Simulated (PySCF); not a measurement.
Level of theory: B3LYP-D3(BJ)/def2-TZVP // PBE0-D4/def2-TZVP (PySCF). All species are isolated molecules in the gas phase. One relaxed conformer stands for a flexible species; it need not be the lowest. B3LYP has the VWN-RPA correlation part, as in Gaussian. 

Reference species (SMILES): `[S]CC=C` (C–C–C–S torsion 119°) (neutral, multiplicity 2).

- highest occupied spin orbital: -6.45 eV

Changed species: `[CH2]S` (radical fragment; the reference has radical fragment).

### Question
Predict the effect on the highest occupied spin orbital.

### Answer
the highest occupied spin orbital goes up by 1.50 eV, to -4.95 eV.
